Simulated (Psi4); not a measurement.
CH₃ClMg, singlet, at a GFN2-xTB geometry (such geometries of metal compounds can be far from the true shape); PBE/STO-3G (Psi4 1.11).

Here is a job for Psi4.
```
memory 2 GB

molecule {
0 1
  Mg    0.50715822   -0.49153491   -0.17855025
  Cl   -0.48049451    1.35277741   -0.67456751
  C     0.25270373   -1.82632493    1.41480775
  H     0.08780508   -2.84583385    1.07981696
  H    -0.62792014   -1.48341371    1.95516094
  H     1.10640057   -1.81159995    2.08642626
}

set basis sto-3g

energy('pbe')
print_variables()
```

It wrote (shortened):

```
   => Loading Basis Set <=

    Name: STO-3G
    Role: ORBITAL
    Keyword: BASIS

         ---------------------------------------------------------
                                   SCF
               by Justin Turney, Rob Parrish, Andy Simmonett
                          and Daniel G. A. Smith
                              RKS Reference
         ---------------------------------------------------------

  ==> Geometry <==

    Molecular point group: c1
    Full point group: C1

    Geometry (in Angstrom), charge = 0, multiplicity = 1:

       Center              X                  Y                   Z               Mass
    ------------   -----------------  -----------------  -----------------  -----------------
         MG           0.521148568886    -0.591711351833    -0.101064191756    23.985041697000
         CL          -0.466504161114     1.252600968167    -0.597081451756    34.968852682000
         C            0.266694078886    -1.926501371833     1.492293808244    12.000000000000
         H            0.101795428886    -2.946010291833     1.157303018244     1.007825032230
         H           -0.613929791114    -1.583590151833     2.032646998244     1.007825032230
         H            1.120390918886    -1.911776391833     2.163912318244     1.007825032230

  Running in c1 symmetry.

  Rotational constants: A =      1.14605  B =      0.09582  C =      0.08991 [cm^-1]
  Rotational constants: A =  34357.61620  B =   2872.72825  C =   2695.53444 [MHz]
  Nuclear repulsion =  105.427161746546233

  Charge       = 0
  Multiplicity = 1
  Electrons    = 38
  Nalpha       = 19
  Nbeta        = 19

  ==> Algorithm <==

  SCF Algorithm Type is DF.
  DIIS enabled.
  MOM disabled.
  Fractional occupation disabled.
  Guess Type is SAD.
  Energy threshold   = 1.00e-06
  Density threshold  = 1.00e-06
  Integral threshold = 1.00e-12

  ==> Primary Basis <==

  Basis Set: STO-3G
    Blend: STO-3G
    Number of shells: 16
    Number of basis functions: 26
    Number of Cartesian functions: 26
    Spherical Harmonics?: true
    Max angular momentum: 1

  ==> DFT Potential <==

   => LibXC <=

    Version 7.1.2
    S. Lehtola, C. Steigemann, M. J. T. Oliveira, and M. A. L. Marques,  SoftwareX 7, 1–5 (2018) (10.1016/j.softx.2017.11.002)

   => Composite Functional: PBE <=

    PBE GGA Exchange-Correlation Functional

    J.P. Perdew et. al., Phys. Rev. Lett., 77(18), 3865-3868, 1996

    Deriv               =              1
    GGA                 =           TRUE
    Meta                =          FALSE

    Exchange Hybrid     =          FALSE
    MP2 Hybrid          =          FALSE

   => Exchange Functionals <=

    1.0000     XC_GGA_X_PBE

   => Correlation Functionals <=

    1.0000     XC_GGA_C_PBE

   => LibXC Density Thresholds  <==

    XC_GGA_C_PBE:  1.00E-12
    XC_GGA_X_PBE:  1.00E-15

   => Molecular Quadrature <=

    Radial Scheme          =       TREUTLER
    Pruning Scheme         =           NONE
    Nuclear Scheme         =       TREUTLER

    Blocking Scheme        =         OCTREE
    BS radius alpha        =              1
    Pruning alpha          =              1
    Radial Points          =             75
    Spherical Points       =            302
    Total Points           =         125436
    Total Blocks           =           1009
    Max Points             =            256
    Max Functions          =             24
    Weights Tolerance      =       1.00E-15

   => Loading Basis Set <=

    Name: (STO-3G AUX)
    Role: JKFIT
    Keyword: DF_BASIS_SCF

  ==> Integral Setup <==

  SCF_SUBTYPE=INCORE selected. In-core MEM_DF algorithm will be used.
  Using in-core AOs.

  ==> MemDFJK: Density-Fitted J/K Matrices <==

    J tasked:                   Yes
    K tasked:                    No
    wK tasked:                   No
    Algorithm:                 Core
    Schwarz Cutoff:           1E-12
    Mask sparsity (%):       3.2544
    Fitting Condition:        1E-10

   => Auxiliary Basis Set <=

  Basis Set: (STO-3G AUX)
    Blend: DEF2-UNIVERSAL-JKFIT
    Number of shells: 115
    Number of basis functions: 369
    Number of Cartesian functions: 441
    Spherical Harmonics?: true
    Max angular momentum: 4

  Minimum eigenvalue in the overlap matrix is 2.3678874657E-01.
  Reciprocal condition number of the overlap matrix is 1.0596276320E-01.
    Using symmetric orthogonalization.

  ==> Pre-Iterations <==

  SCF Guess: Superposition of Atomic Densities via on-the-fly atomic UHF (no occupation information).

   -------------------------
    Irrep   Nso     Nmo
   -------------------------
     A         26      26
   -------------------------
    Total      26      26
   -------------------------

  ==> Iterations <==

                           Total Energy        Delta E     RMS |[F,P]|

   @DF-RKS iter SAD:  -690.46011541475025   -6.90460e+02   0.00000e+00
   @DF-RKS iter   1:  -691.79167844085248   -1.33156e+00   1.20790e-02 DIIS/ADIIS
   @DF-RKS iter   2:  -691.66209158492620    1.29587e-01   2.01353e-02 DIIS/ADIIS
   @DF-RKS iter   3:  -691.88317078777595   -2.21079e-01   2.08187e-03 DIIS/ADIIS
   @DF-RKS iter   4:  -691.88537156097379   -2.20077e-03   7.28240e-04 DIIS/ADIIS
   @DF-RKS iter   5:  -691.88564736852493   -2.75808e-04   7.46126e-05 DIIS
   @DF-RKS iter   6:  -691.88565155326091   -4.18474e-06   5.19333e-06 DIIS
   @DF-RKS iter   7:  -691.88565156912205   -1.58611e-08   7.99669e-07 DIIS
  Energy and wave function converged.

  ==> Post-Iterations <==

   Electrons on quadrature grid:
      Ntotal   =   38.0000032985 ; deviation = 3.299e-06

    Orbital Energies [Eh]
    ---------------------

    Doubly Occupied:

       1A    -99.405322     2A    -45.865056     3A     -9.601739
       4A     -8.788602     5A     -6.635944     6A     -6.626260
       7A     -6.626179     8A     -2.867839     9A     -1.604043
      10A     -1.603230    11A     -1.594765    12A     -0.572034
      13A     -0.530435    14A     -0.274336    15A     -0.273137
      16A     -0.189533    17A     -0.128351    18A     -0.126490
      19A     -0.116833

    Virtual:

      20A      0.090649    21A      0.245396    22A      0.346180
      23A      0.469124    24A      0.470389    25A      0.483738
      26A      0.506256

    Final Occupation by Irrep:
              A
    DOCC [    19 ]
    NA   [    19 ]
    NB   [    19 ]

  @DF-RKS Final Energy:  -691.88565156912205

   => Energetics <=

    Nuclear Repulsion Energy =            105.4271617465462327
    One-Electron Energy =               -1171.6310665656906167
    Two-Electron Energy =                 425.2809176799684678
    DFT Exchange-Correlation Energy =     -50.9626644299463010
    Empirical Dispersion Energy =           0.0000000000000000
    VV10 Nonlocal Energy =                  0.0000000000000000
    Total Energy =                       -691.8856515691220466

Computation Completed

Properties will be evaluated at   0.000000,   0.000000,   0.000000 [a0]

Properties computed using the SCF density matrix

 Multipole Moments:

 ------------------------------------------------------------------------------------
     Multipole            Electronic (a.u.)      Nuclear  (a.u.)        Total (a.u.)
 ------------------------------------------------------------------------------------

 L = 1.  Multiply by 2.5417464519 to convert [e a0] to [Debye]
 Dipole X            :          0.2838269            1.0046410            1.2884679
 Dipole Y            :          6.0222483           -7.1936296           -1.1713812
 Dipole Z            :         -6.0914341            5.5642423           -0.5271919
 Magnitude           :                                                    1.8193996

 ------------------------------------------------------------------------------------

  Variable Map:
  ----------------------------------------------------------------------------
  "CURRENT ENERGY"              =>    -691.885651569122
  "CURRENT REFERENCE ENERGY"    =>    -691.885651569122
  "DD SOLVATION ENERGY"         =>       0.000000000000
  "DFT FUNCTIONAL TOTAL ENERGY" =>    -691.885651569122
  "DFT TOTAL ENERGY"            =>    -691.885651569122
  "DFT VV10 ENERGY"             =>       0.000000000000
  "DFT XC ENERGY"               =>     -50.962664429946
  "GRID ELECTRONS ALPHA"        =>      19.000001649259
  "GRID ELECTRONS BETA"         =>      19.000001649259
  "GRID ELECTRONS TOTAL"        =>      38.000003298517
  "NUCLEAR REPULSION ENERGY"    =>     105.427161746546
  "ONE-ELECTRON ENERGY"         =>   -1171.631066565691
  "PCM POLARIZATION ENERGY"     =>       0.000000000000
  "PE ENERGY"                   =>       0.000000000000
  "SCF ITERATION ENERGY"        =>    -691.885651569122
  "SCF ITERATIONS"              =>       7.000000000000
  "SCF TOTAL ENERGY"            =>    -691.885651569122
  "TWO-ELECTRON ENERGY"         =>     425.280917679968
  "XC GRID RADIAL POINTS"       =>      75.000000000000
  "XC GRID SPHERICAL POINTS"    =>     302.000000000000
  "XC GRID TOTAL POINTS"        =>  125436.000000000000

  Array Variable Map:
  ----------------------------------------------------------------------------
  "CURRENT DIPOLE"              =>       1.288467924547 ... -0.527191874843 1 by 3
  "SCF DIPOLE"                  =>       1.288467924547 ... -0.527191874843 1 by 3
  "SCF TOTAL ENERGIES"          =>    -690.460115414750 ... -691.885651569122 1 by 8
```
